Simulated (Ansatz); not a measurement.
F6OSi2, charge -1, doublet, geometry from GFN2-xTB (a state made from the parent by changing its charge; the spin is typed, not shown lowest) (a gas-phase anion, which may not be bound at this level); MP2/3-21G in Ansatz (a quantum-chemistry and plane-wave program).

Here is a job for Ansatz.
Ansatz 0.2 input:
```yaml
crystal:
  periodic: [false, false, false]
  atoms:
    - {symbol: F, position_ang: [1.96340522, -0.18763904, -1.27226976]}
    - {symbol: Si, position_ang: [1.50372962, 0.23671197, 0.19538769]}
    - {symbol: F, position_ang: [2.57596532, -0.51476360, 1.11744875]}
    - {symbol: F, position_ang: [1.99204263, 1.75852000, 0.27278663]}
    - {symbol: O, position_ang: [0.05945132, -0.00988102, 0.68849837]}
    - {symbol: Si, position_ang: [-1.67456426, -0.23398609, 0.24990733]}
    - {symbol: F, position_ang: [-1.62664035, 0.98995938, -0.81521947]}
    - {symbol: F, position_ang: [-3.34899722, -0.44295146, -0.04394250]}
    - {symbol: F, position_ang: [-1.34287844, -1.59858244, -0.56348334]}
basis:
  gaussian:
    orbitals: 3-21G.json
total_charge: -1
magnetization: {spin_polarized: true, initial_magnetization: 1}
correlation: {method: mp2}
```
The basis file holds 3-21G in the JSON format of the Basis Set Exchange.

What the program printed (banner, timings and long lists left out):

```
Functional definition: HF
895 factors; integrals over basis functions are off by at most 1.5e-4 eV
mean field evaluation 1: about -33824.7713 eV, gradient 3.0e1 eV
mean field evaluation 2: about -33824.9116 eV, gradient 3.0e1 eV
mean field evaluation 4: about -33828.4588 eV, gradient 1.9e0 eV
mean field evaluation 8: about -33828.5043 eV, gradient 3.0e-1 eV
mean field -33828.50517526 eV, -1243.1746354065 hartree, gradient 7.2e-6 eV, S^2 0.752922; 0 other end points of the search recorded, 0 dependent functions left out
17 core orbitals not correlated
reference -33828.50517526 eV, -1243.1746354065 hartree; 29, 28 occupied and 43, 44 virtual orbitals, 895 factors
second order -24.28474401 eV of doubles, -0.00000000 eV of singles
Total energy: -33852.78991927 eV, -1244.0670832881 hartree
```
